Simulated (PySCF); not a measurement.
C6H11N2 (SMILES CCn1cc[n+](C)c1), charge +1, singlet, geometry from GFN2-xTB; TPSS/3-21G run with PySCF.

The PySCF input:
```python
from pyscf import gto, scf, dft

mol = gto.M(
    atom='''
C    -2.68196185    0.99122374   -0.49554019
C    -2.09887692   -0.23485872    0.20020805
N    -0.66386583   -0.29450999    0.01786549
C    -0.02453510   -0.79709834   -1.07331337
C     1.31108648   -0.61086882   -0.88318533
N     1.46584888    0.00736899    0.32043521
C     2.72431158    0.38045671    0.90796329
C     0.25783260    0.19065932    0.84516364
H    -2.27351643    1.90736159   -0.07654291
H    -3.75875413    1.00280061   -0.35869870
H    -2.47302271    0.96907266   -1.56192062
H    -2.31058285   -0.20007830    1.27034659
H    -2.53345090   -1.14580533   -0.21616344
H    -0.54762011   -1.24869866   -1.89151947
H     2.14080897   -0.87225024   -1.50791342
H     3.26113630    1.05838696    0.24353508
H     2.55709078    0.87474933    1.86214129
H     3.34039658   -0.50519784    1.06829651
H     0.05649261    0.65256260    1.79255739
''',
    basis='3-21g',
    charge=1,
    verbose=5,
)

mf = dft.RKS(mol)
mf.xc = 'tpss'
mf.kernel()
```

Output, abridged:

```
PySCF version 2.14.0

[INPUT] verbose = 5
[INPUT] max_memory = 4000
[INPUT] num. atoms = 19
[INPUT] num. electrons = 60
[INPUT] charge = 1
[INPUT] spin (= nelec alpha-beta = 2S) = 0
[INPUT] symmetry False subgroup None
[INPUT] Mole.unit = angstrom
[INPUT] Symbol           X                Y                Z      unit          X                Y                Z       unit  Magmom
[...]
[INPUT] ---------------- BASIS SET ----------------
[INPUT] l, kappa, [nprim/nctr], expnt,             c_1 c_2 ...
[INPUT] H
[...]
                                0.824547          0.904691
[...]
[INPUT] N
[...]
                                36.4851           0.352955
                                7.81449           0.706513
[...]
                                1.14915           1.22442
[...]
                                1.14915           0.858953
[...]
[INPUT] C
[...]
                                25.9109           0.358794
                                5.53335           0.700713
[...]
                                0.770545          1.21584
[...]
                                0.770545          0.860619
[...]
nuclear repulsion = 384.424856521049
number of shells = 62
number of NR pGTOs = 153
number of NR cGTOs = 94
basis = 3-21g
ecp = {}

******** <class 'pyscf.dft.rks.RKS'> ********
method = RKS
initial guess = minao
damping factor = 0
level_shift factor = 0
DIIS = <class 'pyscf.scf.diis.CDIIS'>
diis_start_cycle = 1
diis_space = 8
diis_damp = 0
SCF conv_tol = 1e-09
SCF conv_tol_grad = None
SCF max_cycles = 50
direct_scf = True
direct_scf_tol = 1e-13
XC library pyscf.dft.libxc version 7.1.2
    S. Lehtola, C. Steigemann, M. J. T. Oliveira, and M. A. L. Marques,  SoftwareX 7, 1–5 (2018)
XC functionals = tpss
    J. Tao, J. P. Perdew, V. N. Staroverov, and G. E. Scuseria,  Phys. Rev. Lett. 91, 146401 (2003)
    J. P. Perdew, J. Tao, V. N. Staroverov, and G. E. Scuseria,  J. Chem. Phys. 120, 6898 (2004)
    J. Tao, J. P. Perdew, V. N. Staroverov, and G. E. Scuseria,  Phys. Rev. Lett. 91, 146401 (2003)
    J. P. Perdew, J. Tao, V. N. Staroverov, and G. E. Scuseria,  J. Chem. Phys. 120, 6898 (2004)
radial grids:
    Treutler-Ahlrichs [JCP 102, 346 (1995); DOI:10.1063/1.469408] (M4) radial grids

becke partition: Becke, JCP 88, 2547 (1988); DOI:10.1063/1.454033
pruning grids: <function nwchem_prune>
grids dens level: 3
symmetrized grids: False
atomic radii adjust function: <function treutler_atomic_radii_adjust>
small_rho_cutoff = 0
Set gradient conv threshold to 3.16228e-05
Initial guess from minao.
atom C rad-grids = 75, ang-grids = [ 50  50  50  50  50  50  50  50  50  50  50  50  50  50  50  50  50  50
  50  50  50  50  86  86  86  86  86  86  86  86  86  86 266 266 266 266
 266 266 302 302 302 302 302 302 302 302 302 302 302 302 302 302 302 302
 302 302 302 302 266 266 266 266 266 266 266 266 266 266 266 266 266 266
 266 266 266]
atom N rad-grids = 75, ang-grids = [ 50  50  50  50  50  50  50  50  50  50  50  50  50  50  50  50  50  50
  50  50  50  50  50  86  86  86  86  86  86  86  86  86  86 266 266 266
 266 266 266 266 302 302 302 302 302 302 302 302 302 302 302 302 302 302
 302 302 302 302 302 302 266 266 266 266 266 266 266 266 266 266 266 266
 266 266 266]
atom H rad-grids = 50, ang-grids = [ 50  50  50  50  50  50  50  50  50  50  50  50  50  50  50  86  86  86
  86 266 266 266 266 266 302 302 302 302 302 302 302 302 302 302 302 302
 302 266 266 266 266 266 266 266 266 266 266 266 266 266]
tot_boxes 4200, boxes in each direction [18 12 13]
Padding 0 grids
tot grids = 220400
nelec by numeric integration = 60.92094575522302
E1 = -1219.601814380227  E2 = 491.32221540987683  Ecoul = 541.5990993101957  Exc = -50.276883900318865
init E= -343.854742449301
cond(S) = 961.3599074728537
[...]
  mo_energy =
[-14.11080175 -14.11039662 -10.02862714 -10.02800628 -10.02715089
 -10.02683192 -10.02423874 -10.02358874  -1.04195558  -0.93176206
  -0.81282628  -0.77263734  -0.73890945  -0.67613183  -0.63024737
  -0.61291302  -0.56510867  -0.50269221  -0.49650304  -0.48679476
  -0.47305456  -0.45913853  -0.45467233  -0.45065827  -0.42449787
  -0.41432401  -0.40700138  -0.38906956  -0.30429712  -0.27257112
  -0.05317767  -0.04198683   0.04607692   0.055094     0.07215163
   0.07767075   0.09152733   0.0954628    0.10530721   0.11214107
   0.12289849   0.12458476   0.12780977   0.13828686   0.14773218
   0.15371865   0.18838937   0.20432339   0.30773993   0.33566549
   0.40201793   0.54484447   0.56335883   0.57361405   0.57992464
   0.5941651    0.62798216   0.63851267   0.65498303   0.6665924
   0.68169619   0.70324167   0.74933789   0.76468318   0.78438869
   0.7886046    0.82456952   0.88851066   0.90041264   0.92189921
   0.94240104   0.95817848   0.96742501   0.9793797    0.99691471
   1.01965442   1.03609509   1.04451864   1.16411917   1.16675952
   1.20055035   1.21016533   1.25684023   1.34357883   1.50587196
   1.57723949   1.63982281   1.65423016   1.67652164   1.78624919
   1.98701907   2.06412246   2.6977397    2.7404876 ]
nelec by numeric integration = 60.00003437726548
E1 = -1210.6559633976333  E2 = 483.5544440687947  Ecoul = 533.831751706018  Exc = -50.277307637223394
cycle= 1 E= -342.676662807789  delta_E= 1.18  |g|= 0.388  |ddm|= 4.24
[...]
  mo_energy =
[-1.44204779e+01 -1.44077674e+01 -1.02997602e+01 -1.01218506e+01
 -1.01136011e+01 -1.01124773e+01 -1.00937669e+01 -9.91852884e+00
 -1.25713914e+00 -1.13170940e+00 -9.40656491e-01 -9.26196022e-01
 -8.48649463e-01 -8.14201213e-01 -7.52925903e-01 -7.37362639e-01
 -6.88645386e-01 -6.70019717e-01 -6.35284711e-01 -6.26870207e-01
 -5.94767467e-01 -5.83806834e-01 -5.72784511e-01 -5.45400564e-01
 -5.31245846e-01 -4.98762926e-01 -4.46830473e-01 -4.41906899e-01
 -4.37738931e-01 -4.11895522e-01 -2.47541155e-01 -1.59233318e-01
 -8.86286718e-02 -6.95477161e-02 -5.80004152e-02 -4.52404202e-02
 -1.55483897e-02 -1.06886674e-02 -6.04280771e-03  8.08423777e-03
  1.30331703e-02  2.07673340e-02  4.19378772e-02  4.66341597e-02
[...]
  8.99305379e-01  9.13545098e-01  9.23205733e-01  9.33526187e-01
  9.40870662e-01  9.70437308e-01  1.01652359e+00  1.04785360e+00
  1.06493424e+00  1.08549896e+00  1.13111145e+00  1.20728990e+00
  1.36929869e+00  1.48269950e+00  1.51536738e+00  1.52631369e+00
  1.54113209e+00  1.64072003e+00  1.83527695e+00  1.96523502e+00
  2.54153134e+00  2.58315726e+00]
nelec by numeric integration = 60.0000345484796
E1 = -1210.7072144972208  E2 = 483.56530146131615  Ecoul = 533.7804654346671  Exc = -50.21516397335096
cycle= 8 E= -342.717056514855  delta_E= -5.85e-07  |g|= 0.000226  |ddm|= 0.0017
[...]
  mo_energy =
[-1.43161082e+01 -1.43117261e+01 -1.02128336e+01 -1.01646854e+01
 -1.01635566e+01 -1.01529408e+01 -1.01528255e+01 -1.00799571e+01
 -1.20573684e+00 -1.08658901e+00 -9.32093775e-01 -9.00374817e-01
 -8.53377303e-01 -7.87277769e-01 -7.63318716e-01 -7.39087962e-01
 -6.85078992e-01 -6.39239185e-01 -6.18041325e-01 -6.12373144e-01
 -6.03455842e-01 -5.88332747e-01 -5.69737211e-01 -5.60630784e-01
 -5.38930693e-01 -5.12322220e-01 -4.92768889e-01 -4.75321003e-01
 -4.41502375e-01 -4.07656541e-01 -2.03926139e-01 -1.67705120e-01
 -7.43000725e-02 -5.72103504e-02 -5.08814908e-02 -3.04373302e-02
 -1.62948486e-02 -1.29095547e-02 -6.84181419e-03  4.28551184e-03
  1.47962632e-02  1.70586209e-02  3.13754713e-02  3.68992249e-02
  4.24916906e-02  6.44379303e-02  7.03753118e-02  8.59669814e-02
  1.72985220e-01  1.88376307e-01  2.66542728e-01  4.26592708e-01
  4.34559048e-01  4.40304802e-01  4.69998694e-01  4.76238983e-01
  5.17246374e-01  5.26791200e-01  5.44432032e-01  5.69985486e-01
  5.86404971e-01  6.02773930e-01  6.27018241e-01  6.34634460e-01
  6.63979002e-01  6.71554783e-01  7.16036432e-01  7.74893471e-01
  7.90247267e-01  8.18747682e-01  8.46427378e-01  8.54116672e-01
  8.99303199e-01  9.13538768e-01  9.23204531e-01  9.33525330e-01
  9.40865489e-01  9.70437080e-01  1.01651459e+00  1.04783519e+00
  1.06490986e+00  1.08547893e+00  1.13109466e+00  1.20726784e+00
  1.36927484e+00  1.48268896e+00  1.51534674e+00  1.52629962e+00
  1.54110882e+00  1.64069702e+00  1.83525367e+00  1.96523061e+00
  2.54150915e+00  2.58312881e+00]
nelec by numeric integration = 60.00003455085066
E1 = -1210.7085123008492  E2 = 483.5665992521926  Ecoul = 533.7818301893158  Exc = -50.21523093712316
cycle= 9 E= -342.717056527607  delta_E= -1.28e-08  |g|= 3.71e-05  |ddm|= 0.000296
[...]
  mo_energy =
[-1.43161075e+01 -1.43117199e+01 -1.02128231e+01 -1.01646767e+01
 -1.01635481e+01 -1.01529327e+01 -1.01528289e+01 -1.00799599e+01
 -1.20573265e+00 -1.08658521e+00 -9.32091174e-01 -9.00371523e-01
 -8.53375843e-01 -7.87275285e-01 -7.63316819e-01 -7.39085144e-01
 -6.85077422e-01 -6.39236212e-01 -6.18039499e-01 -6.12369682e-01
 -6.03454180e-01 -5.88330181e-01 -5.69735489e-01 -5.60629971e-01
 -5.38928868e-01 -5.12322712e-01 -4.92771222e-01 -4.75320708e-01
 -4.41500569e-01 -4.07652658e-01 -2.03921969e-01 -1.67701935e-01
 -7.42983598e-02 -5.72089970e-02 -5.08795172e-02 -3.04361849e-02
 -1.62937718e-02 -1.29085950e-02 -6.84077098e-03  4.28649158e-03
  1.47978822e-02  1.70595869e-02  3.13759607e-02  3.68986226e-02
  4.24915230e-02  6.44388317e-02  7.03742327e-02  8.59686924e-02
  1.72987964e-01  1.88379154e-01  2.66546023e-01  4.26595643e-01
  4.34562398e-01  4.40308432e-01  4.70001380e-01  4.76240150e-01
  5.17248568e-01  5.26792837e-01  5.44434538e-01  5.69986121e-01
  5.86404749e-01  6.02775069e-01  6.27019861e-01  6.34637116e-01
  6.63980783e-01  6.71556323e-01  7.16037557e-01  7.74896051e-01
  7.90250079e-01  8.18748703e-01  8.46428774e-01  8.54117758e-01
  8.99304108e-01  9.13540347e-01  9.23204436e-01  9.33524157e-01
  9.40866033e-01  9.70435840e-01  1.01651621e+00  1.04783700e+00
  1.06491287e+00  1.08548120e+00  1.13109719e+00  1.20727050e+00
  1.36927761e+00  1.48268965e+00  1.51534958e+00  1.52630117e+00
  1.54111206e+00  1.64070024e+00  1.83525653e+00  1.96523040e+00
  2.54151212e+00  2.58313224e+00]
nelec by numeric integration = 60.000034550593526
E1 = -1210.7083347815342  E2 = 483.5664217324852  Ecoul = 533.7816459340413  Exc = -50.21522420155608
cycle= 10 E= -342.717056528  delta_E= -3.92e-10  |g|= 7.22e-06  |ddm|= 5.59e-05
[...]
  mo_energy =
[-1.43161053e+01 -1.43117200e+01 -1.02128227e+01 -1.01646762e+01
 -1.01635479e+01 -1.01529357e+01 -1.01528250e+01 -1.00799597e+01
 -1.20573198e+00 -1.08658473e+00 -9.32090738e-01 -9.00371081e-01
 -8.53375901e-01 -7.87274926e-01 -7.63316823e-01 -7.39084950e-01
 -6.85077259e-01 -6.39236003e-01 -6.18039299e-01 -6.12369506e-01
 -6.03454018e-01 -5.88330037e-01 -5.69735798e-01 -5.60629356e-01
 -5.38930081e-01 -5.12322347e-01 -4.92770916e-01 -4.75320776e-01
 -4.41500149e-01 -4.07652430e-01 -2.03921672e-01 -1.67701712e-01
 -7.42983503e-02 -5.72089437e-02 -5.08793168e-02 -3.04362601e-02
 -1.62938552e-02 -1.29085632e-02 -6.84077475e-03  4.28642152e-03
  1.47977599e-02  1.70587638e-02  3.13760960e-02  3.68987252e-02
  4.24916806e-02  6.44391565e-02  7.03750375e-02  8.59688181e-02
  1.72988058e-01  1.88379516e-01  2.66546423e-01  4.26595278e-01
  4.34562580e-01  4.40308360e-01  4.70001414e-01  4.76240555e-01
  5.17248466e-01  5.26792905e-01  5.44434940e-01  5.69986717e-01
  5.86404842e-01  6.02774968e-01  6.27019912e-01  6.34637761e-01
  6.63981119e-01  6.71556324e-01  7.16038020e-01  7.74895392e-01
  7.90250298e-01  8.18749230e-01  8.46428184e-01  8.54117727e-01
  8.99304000e-01  9.13539985e-01  9.23204047e-01  9.33524349e-01
  9.40865471e-01  9.70436569e-01  1.01651668e+00  1.04783715e+00
  1.06491293e+00  1.08548134e+00  1.13109748e+00  1.20727078e+00
  1.36927789e+00  1.48269005e+00  1.51534943e+00  1.52630169e+00
  1.54111169e+00  1.64070023e+00  1.83525701e+00  1.96523118e+00
  2.54151268e+00  2.58313270e+00]
nelec by numeric integration = 60.00003455067599
E1 = -1210.7083070480658  E2 = 483.56639399901775  Ecoul = 533.7816167666847  Exc = -50.215222767666944
Extra cycle  E= -342.717056527999  delta_E= 9.09e-13  |g|= 8.78e-06  |ddm|= 1.78e-05
converged SCF energy = -342.717056527999
```
